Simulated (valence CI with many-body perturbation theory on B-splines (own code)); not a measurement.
# Bi33+: key properties

Level of theory: configuration interaction combined with many-body perturbation theory (CI+MBPT): four valence electrons over a frozen Dirac-Fock core [Kr] 4d10, a basis of 8 s, 8 p, 9 d, 9 f, 6 g, 3 h, 2 i functions for each j, with the one-electron correlation potential Σ1 (screened to all orders), the two-electron term Σ2, the three-electron term Σ3, Breit, model QED; selected single and double excitations, second order for the rest, scaled by the run's own slope (own B-spline code, finite nucleus).

The last digits are not significant, and no measured levels were compared; by estimate large intervals hold to a few tenths of a per cent, small ones and those within an open d or f shell to about a per cent. Core correlation moves these levels by up to 5500 cm⁻¹, and in measured spectra 5 to 20 % of such shifts remained as error; rates that hang on mixing are uncertain with them. Only levels of the ground parity were solved; by the run's estimate the other parity begins above the list, which can be wrong where configurations are misplaced.

Levels are named by their leading jj configuration (3d3/2^4 stands for four electrons in 3d with j = 3/2), which in mixed levels can hold well under half, so a name can repeat and another be missing.

Rates and lifetimes use the calculated energies. Strong lines usually hold to 10 to 20 %, long lifetimes can be off by a factor of two.

**Question.** What is the ground level?

**Answer.** (4f5/2^4) J=4, composition 63 % 4f4 5I + 28 % 4f4 3H + 4 % 4f4 1G, g = 0.691.

**Question.** What is the ionisation energy?

**Answer.** 1290.4 eV; NIST lists 1310 ± 70 eV (theoretical).

**Question.** Name the longest-lived excited levels whose lifetime is computed, and their main decay.

**Answer.** (4f5/2^4) J=2 at 40757 cm⁻¹ lives 31.7 s, mostly by E2 to (4f5/2^4) J=4.

**Question.** How well does LS coupling describe the low levels?

**Answer.** Among the lowest 20 levels the leading LS term, summed over configurations, holds 48 % on average. For single configurations the figures are 48 % in LS and 80 % in jj coupling. Terms mix most in the J = 4 level at 67863 cm⁻¹, where the leading one holds 26 %.
